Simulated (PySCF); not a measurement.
# Dipole response of Zn²⁺ (zinc, charge +2)

[Ar] 3d10, closed-shell 1S. Calculation: PySCF 2.14, in aug-cc-pVQZ-PP with ECP10MDF; scalar relativity through the core potential. Coupled (time-dependent) response in atomic units; α is the mean over directions.

| method | mean α (bohr³) | C₆ (like pair) | S(−4) |
| --- | --- | --- | --- |
| BHandHLYP | 2.509 | 6.537 | 2.773 |
| MN15 | 2.426 | 6.194 | 2.566 |

S(−4) is the Cauchy moment in α(ω) = α(0) + S(−4) ω² + …

α(iu) at MN15:

```json
{"u (hartree)": "0", "α(iu) (bohr³)": "2.426"}
{"u (hartree)": "0.0500", "α(iu) (bohr³)": "2.419"}
{"u (hartree)": "0.100", "α(iu) (bohr³)": "2.401"}
{"u (hartree)": "0.200", "α(iu) (bohr³)": "2.330"}
{"u (hartree)": "0.300", "α(iu) (bohr³)": "2.228"}
{"u (hartree)": "0.500", "α(iu) (bohr³)": "1.984"}
{"u (hartree)": "0.750", "α(iu) (bohr³)": "1.693"}
{"u (hartree)": "1.00", "α(iu) (bohr³)": "1.454"}
{"u (hartree)": "1.50", "α(iu) (bohr³)": "1.107"}
{"u (hartree)": "2.00", "α(iu) (bohr³)": "0.8746"}
{"u (hartree)": "3.00", "α(iu) (bohr³)": "0.5891"}
{"u (hartree)": "5.00", "α(iu) (bohr³)": "0.3214"}
```

For an ion, C₆ is the dispersion term alone; charge-induced terms of lower order in 1/R come first.

Energies and moments cover only the electrons outside the core potential.
